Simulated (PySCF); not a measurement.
# Electron correlation in V⁻ (vanadium, charge -1)

[Ar] 3d4 4s2, high-spin 5D determinant. All numbers are calculated (PySCF 2.14, the non-relativistic Hamiltonian (point nucleus), in def2-QZVPPD (11s6p5d3f2g, 93 functions)). Frozen: [Ne]; 14 electrons correlated.

| level | correlation energy (mhartree) |
| --- | --- |
| CCSD | -423.80 |
| (T) | -17.82 |
| CCSD(T) | -441.62 |

Diagnostics: T1 = 0.044, D1 = 0.1983, largest double amplitude 0.086.

Is a single reference adequate?

Not fully. T1 exceeds 0.03, a sign that the reference determinant is poor.

This basis was not built for core-valence correlation, so the inner-shell part is incomplete.
